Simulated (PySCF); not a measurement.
TlAs and its ions

PBE0; basis Tl cc-pVDZ-PP with ECP60, As cc-pVDZ-PP with ECP10; scalar-relativistic core potentials; PySCF 2.14. Neutral (UKS): triplet (π ↑↑), Re = 2.825 Å, ωe = 156 cm⁻¹, De = 1.70 eV, HOMO -4.89 eV, LUMO -2.70 eV.

TlAs⁺ (UKS): quartet (σ ↑, π ↑↑), Re = 3.181 Å, ωe = 72.2 cm⁻¹. The energies at the minima are -504.92769 hartree for TlAs and -504.67939 for TlAs⁺.

Task: Work out the adiabatic ionisation energy, without and with harmonic zero-point energies (1 hartree = 27.2114 eV, 1 eV = 8065.5 cm⁻¹), and the change of the bond length.

Result: At PBE0: 0.24830 hartree = 6.757 eV between the minima; the zero-point term (72.2 − 156.0)/2 cm⁻¹ = -0.005 eV makes it 6.751 eV. Re changes by +35.6 pm against the neutral. The electron leaves a σ orbital, and the ion is left as a loose complex of an ion and an atom.

These are scalar-relativistic numbers at best; spin–orbit coupling would shift them, the dissociation energy most. States were picked by a PBE0 search and need not be the measured ground states.
